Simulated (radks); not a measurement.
Coulomb parameter of the 4f shell of the gadolinium ion Gd2+ in the model configuration [Xe] 4f5 5d1 6p2, as a second difference U = [E(n + 1) + E(n - 1) - 2 E(n)] / (1)^2 with all orbitals relaxed. "Bare": the charge of the atom changes with n. "Screened": the 6p shell takes up the change at fixed total charge, which measures U(4f,4f) + U(6p,6p) - 2 U(4f,6p). All-electron calculation, scalar-relativistic Kohn-Sham, PBE, spin-unpolarised, spherical densities, finite nucleus; Fermi nuclear charge, rms radius 5.1569 fm. Program: a radial shooting solver on a logarithmic mesh with Libxc functionals.

case,configuration,E - E(n) (eV)
start,[Xe] 4f5 5d1 6p2,0.000
bare +1,[Xe] 4f6 5d1 6p2,-35.824
bare -1,[Xe] 4f4 5d1 6p2,55.650
screened +1,[Xe] 4f6 5d1 6p1,-25.595
screened -1,[Xe] 4f4 5d1 6p3,36.322

U(bare) = 19.826 eV, U(screened by 6p) = 10.727 eV, against the Slater integral F0(4f,4f) = 32.545 eV with frozen orbitals.
